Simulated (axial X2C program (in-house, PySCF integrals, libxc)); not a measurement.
**NiSb along the bond: HF, spin-free**

Calculated with an in-house relativistic program for diatomic molecules. Spin-free means the one-electron spin-free X2C Hamiltonian. Basis: Sb dyall-cv3z [11s12p8d4f1g], Ni dyall-cv3z [9s9p6d3f2g] (cores contracted in-house); Gaussian nuclei, density fitting, unrestricted open shells. Masses: Sb 120.904 u, Ni 57.935 u.

State: M_S = 3/2, Λ = 2 (beyond evenly filled blocks: π+α, π-α, δ+α, δ+β, δ-α). Dipoles are positive if Ni is the positive end.

Results along the bond:

```tsv
R (Å)	μ (D)	HOMO (eV)	LUMO (eV)	⟨S²⟩
2.179	4.000	-7.42	0.19	3.775
2.250	4.090	-7.39	0.16	3.776
2.322	4.171	-7.34	0.13	3.778
2.394	4.243	-7.29	0.10	3.781
2.478	4.315	-7.21	0.07	3.785
2.562	4.367	-7.12	0.04	3.792
2.669	4.369	-6.97	0.01	3.812
```

Occupations by symmetry block were frozen at the best pattern of an incomplete PBE0 search. PBE0 can misorder states that lie within some tenths of an eV, so this need not be the ground state of the molecule. The nearest other spin-free determinant of the search, M_S = 3/2, Λ = 1, lies 0.22 eV up at the distance of the search.
